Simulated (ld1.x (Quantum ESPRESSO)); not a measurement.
## germanium: variants of one ultrasoft potential

Base potential:

Ge (Z = 32), ultrasoft, made with ld1.x (Quantum ESPRESSO) 7.5 (LDA (PZ), scalar-relativistic). Core [Ar] 3d10, reference 4s2 4p2. Waves: 4s (bound): rcut 1.65, rcutus 1.80 bohr; 4s channel at 1.7 Ry: rcut 1.65, rcutus 1.80 bohr; 4p (bound): rcut 1.90, rcutus 2.35 bohr; 4p channel at 0.1 Ry: rcut 1.90, rcutus 2.35 bohr. Local part: all-electron potential smoothed inside 1.40 bohr (lloc = -1). Core correction: none. Augmentation charge: PSQ, radius 1.25 bohr.

Cutoffs, loose and tight: the cutoffs (Ry, on a coarse ladder) from which the occupation-weighted sum of valence levels, in a spherical-Bessel basis at the reference potential, stays within 10 and 1 mRy of its value at 400 Ry. They do not see the model core or the augmentation charge, which bear on the density cutoff. Test errors are all-electron minus pseudo excitation energies from the reference, over the configurations 4s2 4p1; 4s2 4p0; 4s1 4p0; 4s1 4p3; 4s1 4p2; 4s2 4p2.3; 4s0 4p4 (two spin-polarised tests are not counted in the largest error). A dash means not determined; rows that change the core or the reference have their own tests.

```csv
change,outcome,"cutoff, loose","cutoff, tight",bound ghosts,largest test error (meV)
base,generated,10 Ry,15 Ry,none,+210
"waves 4p (bound): rcut 1.90, rcutus 3.60 bohr; 4p channel at 0.1 Ry: rcut 1.90, rcutus 3.60 bohr",generated,8 Ry,12 Ry,none,test run stopped at test 1 of 9 (negative rho)
"waves 4s (bound): rcut 1.38, rcutus 1.46 bohr; 4s channel at 1.7 Ry: rcut 1.38, rcutus 1.46 bohr",failed: chargeps: negative rho,–,–,–,–
local potential all-electron potential smoothed inside 2.40 bohr (lloc = -1),generated,10 Ry,15 Ry,none,+210
"augmentation PSQ, inside the norm-conserving radii",generated,10 Ry,15 Ry,none,+235
functional PBEsol,generated,10 Ry,15 Ry,none,-47
"wave 4p channel at 0.1 Ry: rcut 1.90, rcutus 2.35 bohr becomes 4p channel at -0.08 Ry: rcut 1.90, rcutus 2.35 bohr",generated,10 Ry,15 Ry,none,+210
core correction a·sin(br)/r model core inside 1.90 bohr,generated,10 Ry,15 Ry,none,-186
type TM; waves now 4s (bound): rc 1.80 bohr; 4p (bound): rc 2.35 bohr; local potential all-electron potential smoothed inside 1.85 bohr (lloc = -1),generated,18 Ry,40 Ry,none,+262
```
